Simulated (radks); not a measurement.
Initial-state core-level shifts of neutral iodine when its valence configuration changes from [Kr] 4d10 5s2 5p5. Calculated with a radial shooting solver on a logarithmic mesh with Libxc functionals: scalar-relativistic Kohn-Sham, PBE, spin-polarised, spherical densities, finite nucleus; open shells are filled with parallel spins first (spin-orbit coupling, left out, can overturn this in heavy ions); Fermi nuclear charge, rms radius 4.75 fm. Shifts are changes of the shell-averaged eigenvalues in eV (positive: less bound); the change of the density at the nucleus, which sets a Mossbauer isomer shift, is in e/bohr^3, on a base of 2.57e+05.

\begin{tabular}{lrrrrr}
valence & 1s & 2p & 3s & 3d & density at nucleus \\ \hline
4d9 5s2 5p6 & -9.231 & -9.791 & -9.272 & -9.382 & +27.41 \\
4d9.5 5s2 5p5.5 & -4.593 & -4.866 & -4.617 & -4.670 & +13.57 \\
4d10 5s1 5p6 & -1.417 & -1.393 & -1.419 & -1.417 & -70.51 \\
4d10 5s1.5 5p5.5 & -0.712 & -0.700 & -0.712 & -0.712 & -35.05 \\
4d9.5 5s1.5 5p6 & -5.286 & -5.549 & -5.312 & -5.365 & -23.04 \\
\end{tabular}
